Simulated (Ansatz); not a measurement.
An input meant for cis-Ti(PH3)2Br4 (TiP₂H₆Br₄) (charge 0, singlet; with a point charge).

```yaml
crystal:
  periodic: [false, false, false]
  atoms:
    - {symbol: Br, position_ang: [-0.674375, -0.405450, -3.228041]}
    - {symbol: Br, position_ang: [-3.221606, 0.634248, -0.508585]}
    - {symbol: Br, position_ang: [0.007604, 2.331202, -0.885623]}
    - {symbol: Br, position_ang: [-1.028263, -2.272964, -0.092452]}
    - {symbol: P, position_ang: [-0.715753, 0.447866, 1.688751]}
    - {symbol: P, position_ang: [1.628678, -0.500001, -0.813709]}
    - {symbol: Ti, position_ang: [-0.943000, 0.054995, -0.904234]}
    - {symbol: H, position_ang: [0.551690, 0.264928, 2.335597]}
    - {symbol: H, position_ang: [-1.504799, -0.356497, 2.570071]}
    - {symbol: H, position_ang: [-1.018771, 1.744715, 2.211307]}
    - {symbol: H, position_ang: [2.056232, -1.805130, -1.214453]}
    - {symbol: H, position_ang: [2.335446, -0.434253, 0.433092]}
    - {symbol: H, position_ang: [2.526908, 0.296351, -1.591731]}
basis:
  gaussian: {orbitals: aug-cc-pVDZ, point_charges: [{charge: 2.00, position_ang: [6.691, 0.812, -0.429]}]}
hamiltonian: {xc: {name: B97}}
outputs: {forces: true}
output: {forces: true}
```

```sh
$ ansatz run in.yaml --threads 4 --pin off --events-out ev --progress --plain --max-ram 4787MiB
```

(1) Predict how Ansatz answers.

## Answers

(1) The input was rejected before any iteration. The input holds a key that doesn't belong there.
```
Error: YAML parse error: error: line 20 column 1: unknown field `outputs`, expected one of crystal, accuracy, basis, kpoints, hamiltonian, magnetization, projection, total_charge, correlation, batch, efield, external_charges, scf, relax, neb, saddle, md, ramp, phonons, dielectric, real_time, elastic, magnetic_configurations, gw, evaluate, workflow, output, checkpoint, execution
18 |   gaussian: {orbitals: aug-cc-pVDZ, point_charges: [{charge: 2.00…
19 | hamiltonian: {xc: {name: B97}}
20 | outputs: {forces: true}
21 | output: {forces: true}
```
